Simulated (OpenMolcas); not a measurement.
## Levels of Ag⁷⁺ by method

| Property | Result |
| --- | --- |
| Program | OpenMolcas 26.06 |
| Basis | ANO-RCC-VDZP [6s5p3d1f] |
| Scalar Hamiltonian | DKH2, point nucleus |
| Active space | 4 electrons in 5 orbitals (4d) |
| State averaging | 2S+1 = 5 even, 5 roots; 2S+1 = 3 even, 45 roots; 2S+1 = 1 even, 50 roots |
| Spin-orbit coupling | state interaction with AMFI integrals over the reference wave functions, term energies averaged over their components |

Methods on the same reference wave functions:
A. CASSCF
B. SS-CASPT2, IPEA 0.25 Eh, imaginary shift 0.1 Eh (closed shells correlated: 4s 4p)
C. MS-CASPT2, IPEA 0.25 Eh, imaginary shift 0.1 Eh (closed shells correlated: 4s 4p)

Energies in cm-1 above 4d4 5D0, the measured ground level; measured values from Atoms 5, 11 (2017), spectra Ag VII to Ag IX.

```csv
Level,A,B,C,Measured
4d4 5D0,0.0,0.0,0.0,0.0
4d4 5D1,1263,1367,1375,1340
4d4 5D2,3146,3310,3320,3212
4d4 5D3,5303,5470,5480,5292
4d4 5D4,7584,7710,7730,7443
4d4 3P0(1),25060,22320,22290,21309
4d4 3H4 [65 %],26369,25750,25750,23302
4d4 3H5,29146,28920,28940,26250
4d4 3P1(1),30321,27780,27790,26526
4d4 3H6,31034,31000,31020,28185
4d4 3F2(1),32119,30040,30040,28051
4d4 3F4(1) [55 %],33308,31860,31890,
4d4 3P2(1),36703,33940,34010,32134
4d4 3G4 [60 %],37433,35460,35500,32698
4d4 3G5,39448,38050,38070,35077
4d4 1I6,43883,43720,43740,39744
4d4 3D3,43886,40080,40110,36879
4d4 3D2 [70 %],44806,41300,41260,38402
4d4 3D1,46097,42310,42320,39191
4d4 1G4(1) [70 %],48691,45980,46040,43104
4d4 1S0(1),53315,47100,47170,
4d4 1D2(1),55627,52660,52720,
4d4 1F3,60739,56820,56830,52004
4d4 3P2(2),69180,64040,64020,
```

Deviations, from unrounded energies. A percentage is the sum of absolute deviations over the sum of measured energies, with the sign that they share, or ± where signs differ.

```csv
Against measurement,Levels,A,B,C
mean absolute deviation (cm-1),19,3900,2200,2200
fine structure of the ground term (%),4,±1.7,+3.3,+3.6
other terms of the ground configuration (%),15,+14.5,+8.1,+8.1
```

B, C lie about equally close to measurement and A furthest from it. The largest miss of B in the table is 4d4 1F3, by +4800 cm-1. The ranking rests on the paired levels alone, and a cruder setting can come out closer through cancelling errors.

Between B and C the level of the table that moves most is 4d4 3P2(1), by 70 cm-1 (lowest in B, highest in C). Moves below CASPT2's spread within the term are not significant.

The mean deviations of B to C differ by less than CASPT2's widest spread within a term (970 cm-1), so their order carries little weight.

From A to B the spin-free energies of the other terms of 4d4 shown, above 5D, scale by factors of 0.85 to 0.99.

The lowest spin-free term lies below A's lowest term by 0.173 hartree in B, 0.173 hartree in C.

CASPT2 breaks the degeneracy within a term, and the mean is taken; among the terms shown or strongly mixed into the levels shown the widest spread is 970 cm-1 (4d4 1I, C). The basis is small and was not contracted for so high a charge. Without dynamic correlation excited terms often stand tens of per cent too high (terms of higher spin than the ground term too low), and those without a measured partner can miss by more than the paired ones (holds for A). The CASPT2 spread within a term exceeds the gap to the next term for 4d4 1G(1) and 4d4 1I, so the order of their levels is uncertain (holds for C). Computed and measured levels are paired by configuration, term and J; levels that our copy of the source lacks, or whose pairing is in doubt (as where it misses far off the trend of its configuration), stay unpaired and out of the deviations. Only configurations of the active space appear. Levels that lie high or do not pair safely by name in every column are left out.

A share in square brackets marks a mixed level and gives the weight of the term that names it, the lowest over the columns. A number in round brackets counts repeated terms of one configuration in the order of the reference energies.
